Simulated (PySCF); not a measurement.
## Two-photon absorption: `N1B(C=S)NBNB1`, CH₆B₃N₃S

Cartesian coordinates in Å; atom numbers follow the order of the lines, from 1:
```xyz
14

S    -2.2845   -2.6936   -0.7010
C    -2.1293   -1.1733   -0.1380
B    -0.7696   -0.3978   -0.0421
N     0.4380   -1.0059   -0.4532
B     1.6911   -0.3485   -0.3855
N     1.6839    0.9750    0.1246
B     0.5132    1.6445    0.5548
N    -0.7083    0.9267    0.4582
H    -3.0521   -0.6913    0.1868
H     0.3869   -1.9502   -0.8089
H     2.6823   -0.8702   -0.7318
H     2.5623    1.4666    0.1850
H     0.5455    2.7403    0.9726
H    -1.5603    1.3771    0.7563
```

The calculation used TDDFT CAM-B3LYP/def2-SVPD excited states, vertical, gas phase (PySCF). Geometry: GFN2-xTB.

How strongly do the lowest singlets absorb one photon, and two photons of half the energy?

δ for parallel linear polarisation; σ at the peak of a Lorentzian of half width 0.1 eV, single beam; Ω is circular over linear.
| state | E (eV) | f | photon λ (nm) | δ (au) | σ (GM) | Ω | main |
| --- | --- | --- | --- | --- | --- | --- | --- |
| S1 | 1.87 | 0.000 | 1325 | 0.41 | 0.00 | 1.50 | HOMO→LUMO 0.99 |
| S2 | 4.98 | 0.109 | 498 | 291 | 2.65 | 0.66 | HOMO−1→LUMO 0.72, HOMO−2→LUMO 0.24 |
| S3 | 5.30 | 0.219 | 468 | 542 | 5.58 | 0.57 | HOMO−2→LUMO 0.72, HOMO−1→LUMO 0.22 |
| S4 | 5.77 | 0.002 | 430 | 0.55 | 0.01 | 1.50 | HOMO−5→LUMO 0.57, HOMO−6→LUMO 0.31 |
| S5 | 6.06 | 0.047 | 409 | 121 | 1.63 | 1.28 | HOMO→LUMO+1 0.63, HOMO→LUMO+4 0.14 |

Among these, the strongest one-photon state is S3, the strongest two-photon state S3, with a dipole change of 7.2 D (relaxed, norm of the difference vector).
